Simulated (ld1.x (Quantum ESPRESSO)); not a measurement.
# Cutoff test, N (Z = 7), ultrasoft

```json
{
 "Element": "nitrogen",
 "Generator": "ld1.x (Quantum ESPRESSO) 7.5",
 "Type": "ultrasoft",
 "Functional": "PBE",
 "Relativity": "scalar-relativistic",
 "Frozen core": "[He]",
 "Valence charge": "5",
 "Reference configuration": "2s2 2p1 (charge +2)",
 "Partial waves": "2s (bound): rcut 0.65, rcutus 0.75 bohr; 2s channel at -2.85 Ry: rcut 0.65, rcutus 0.75 bohr; 2p (bound): rcut 1.80, rcutus 2.25 bohr; 2p channel at -1.45 Ry: rcut 1.80, rcutus 2.25 bohr",
 "Local potential": "all-electron potential smoothed inside 1.35 bohr (lloc = -2)",
 "Core correction": "none",
 "Augmentation charge": "PSQ, inside the norm-conserving radii"
}
```

The pseudo-atom Hamiltonian at the reference potential is diagonalised in spherical Bessel functions j_l(qr) that vanish at 20 bohr, with q² up to the cutoff. All-electron valence levels (Ry): 2s -3.6132, 2p -2.7571.

**Question.** How do the lowest levels (Ry) of each channel move with the cutoff, and are there ghosts?

**Answer.**

```json
{"cutoff (Ry)": "8", "s #1": "-3.3058", "p #1": "-2.7230", "d #1": "-0.5797", "f #1": "-0.2594", "f #2": "-0.1449", "Σ f·Δε (mRy)": "648.9"}
{"cutoff (Ry)": "15", "s #1": "-3.3338", "p #1": "-2.7565", "d #1": "-0.5855", "f #1": "-0.2595", "f #2": "-0.1450", "Σ f·Δε (mRy)": "559.3"}
{"cutoff (Ry)": "21", "s #1": "-3.4152", "p #1": "-2.7568", "d #1": "-0.5864", "f #1": "-0.2595", "f #2": "-0.1450", "Σ f·Δε (mRy)": "396.1"}
{"cutoff (Ry)": "35", "s #1": "-3.5418", "p #1": "-2.7570", "d #1": "-0.5865", "f #1": "-0.2595", "f #2": "-0.1450", "Σ f·Δε (mRy)": "142.7"}
{"cutoff (Ry)": "45", "s #1": "-3.5851", "p #1": "-2.7571", "d #1": "-0.5865", "f #1": "-0.2595", "f #2": "-0.1450", "Σ f·Δε (mRy)": "56.1"}
{"cutoff (Ry)": "60", "s #1": "-3.6085", "p #1": "-2.7571", "d #1": "-0.5865", "f #1": "-0.2595", "f #2": "-0.1450", "Σ f·Δε (mRy)": "9.5"}
{"cutoff (Ry)": "80", "s #1": "-3.6126", "p #1": "-2.7571", "d #1": "-0.5865", "f #1": "-0.2595", "f #2": "-0.1450", "Σ f·Δε (mRy)": "1.1"}
{"cutoff (Ry)": "110", "s #1": "-3.6129", "p #1": "-2.7571", "d #1": "-0.5865", "f #1": "-0.2595", "f #2": "-0.1450", "Σ f·Δε (mRy)": "0.7"}
{"cutoff (Ry)": "400", "s #1": "-3.6132", "p #1": "-2.7571", "d #1": "-0.5865", "f #1": "-0.2595", "f #2": "-0.1450", "Σ f·Δε (mRy)": "0.0"}
```

Result: no extra level below or beside the all-electron valence levels (s, p, d, f tested); 10 mRy is reached at 60 Ry and 1 mRy at 90 Ry.

5 of 7 tests not solved or not reliable.
